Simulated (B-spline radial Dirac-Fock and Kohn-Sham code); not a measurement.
Satellites and hypersatellites of the K lines of Ho²²⁺

System: the Ho²²⁺ ion, [Kr] 4d9.

Calculated with a radial B-spline solver, using multi-electron Dirac-Fock with separately optimised hole states, Breit and Lamb-shift corrections added in first order. Each two-hole energy is an average over J within one jj subconfiguration, not an observable level; in light atoms, where LS coupling holds, the j-resolved values are not observed lines, and for a K spectator the Kα1 hypersatellite is nearly forbidden. Correlation and solid-state effects are left out.

Lines without a spectator: Kα2 (K-L2) 46692.9 eV, Kα1 (K-L3) 47539.2 eV, Kβ3 (K-M2) 53683.0 eV, Kβ1 (K-M3) 53863.8 eV. Shifts in eV with one spectator hole (a dash: not computed, or left out as unreliable):

```tsv
spectator hole	Kα2	Kα1	Kβ3	Kβ1
K (1s)	+848.7	+900.1	+1095.5	+1107.5
L2 (2p1/2)	+103.8	+136.8	–	+271.0
L3 (2p3/2)	+85.4	+90.9	+215.6	–
M2 (3p1/2)	–	+20.21	+42.2	+50.3
M3 (3p3/2)	+12.16	–	+38.3	+38.6
M4 (3d3/2)	+3.73	+0.28	–	–
```
